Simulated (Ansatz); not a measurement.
All numbers were calculated with Ansatz.

A structure relaxed at PBE0-D4/def2-TZVP, charge 0, multiplicity 1:

```xyz
8

Cl   -2.776    0.326   -0.719
Ga   -1.156    0.745    0.585
F     0.392    1.059   -0.521
Ga    1.309   -0.629   -0.351
Cl    0.915   -1.731   -2.121
F    -0.189   -0.906    0.832
H    -1.118    1.610    1.858
H     2.622   -0.474    0.438
```

Question: Give its formula and SMILES.

Answer: Cl2F2Ga2H2, `[Cl][Ga@H-]1[F+][Ga@@H-]([Cl])[F+]1`.

Question: Point group (tolerance 0.08 Å, 0.16 Å for H)?

Answer: C2v.

Question: Summarise the bond lengths by kind.

Answer: 2 × Cl–Ga 2.121 Å; 4 × F–Ga 1.929 Å; 2 × Ga–H 1.540 Å.
